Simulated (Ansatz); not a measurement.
Basis-set series for C$_{3}$H$_{8}$AlCl$_{2}$N, SMILES `CC[N](C)[Al]([Cl])[Cl]`. The species carries charge 0 and has multiplicity 1. Geometry: relaxed with PBE0-D4/def2-TZVP. It is one conformer, not always the lowest.

```csv
atom,x (Å),y (Å),z (Å)
C1,-0.580,0.724,-1.744
C2,0.477,0.665,-0.667
N3,0.164,-0.187,0.464
C4,1.249,-0.165,1.430
Al5,-1.258,-1.172,0.792
Cl6,-2.944,-1.382,-0.419
Cl7,-1.302,-2.265,2.575
H8,-1.528,1.109,-1.362
H9,-0.768,-0.259,-2.183
H10,-0.248,1.388,-2.545
H11,0.671,1.683,-0.297
H12,1.425,0.324,-1.111
H13,1.425,0.854,1.800
H14,2.185,-0.517,0.977
H15,1.031,-0.800,2.289
```

```
functional       basis  functions  energy (Eh)  HOMO (eV)  LUMO (eV)
   PBE0-D4    def2-SVP        150  -1335.78446      -6.76      -0.29
   PBE0-D4  def2-QZVPP        678  -1336.42196      -6.87      -0.64
   ωB97M-V    def2-SVP        150  -1336.24885      -9.02       1.41
   ωB97M-V  def2-QZVPP        678  -1336.89040      -9.17       0.83
```

Q: Give the rows for def2-TZVPP. (Estimate.)

A: Computed: 
```json
{"functional": "PBE0-D4", "basis": "def2-TZVPP", "functions": "362", "energy (Eh)": "-1336.37746", "HOMO (eV)": "-6.85", "LUMO (eV)": "-0.48"}
{"functional": "ωB97M-V", "basis": "def2-TZVPP", "functions": "362", "energy (Eh)": "-1336.84766", "HOMO (eV)": "-9.13", "LUMO (eV)": "1.20"}
```

Positive LUMOs are unbound and depend on the basis.
